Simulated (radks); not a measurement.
Species: Ru+. Configuration: [Kr] 4d(up 4.25, down 2.75) (fractional occupations, a model configuration). All-electron calculation, scalar-relativistic Kohn-Sham, LDA (Slater exchange, Perdew-Wang correlation), spin-polarised, spherical densities, finite nucleus; Fermi nuclear charge, rms radius 4.4809 fm. Program: a radial shooting solver on a logarithmic mesh with Libxc functionals.

Unscreened Slater integrals over Kohn-Sham orbitals (eV). They are taken over the spin-up orbitals.

integral,value
"F0(4d,4d)",15.194
"F2(4d,4d)",7.4010
"F4(4d,4d)",4.7721
"F0(4d,4p)",17.682
"F2(4d,4p)",8.3818
"G1(4d,4p)",10.368
"G3(4d,4p)",6.2741
"F0(4d,4s)",18.252
"G2(4d,4s)",7.3839
"F0(4p,4p)",21.716
"F2(4p,4p)",11.350
"F0(4p,4s)",22.772
"G1(4p,4s)",15.392
"F0(4s,4s)",24.014

Derived for the open shells (J is the average intra-shell exchange parameter used in DFT+U). 4d: Racah B = F2/49 - 5 F4/441 = 0.09694 eV, C = 35 F4/441 = 0.3787 eV, C/B = 3.91, F4/F2 = 0.645, J = (F2 + F4)/14 = 0.8695 eV.
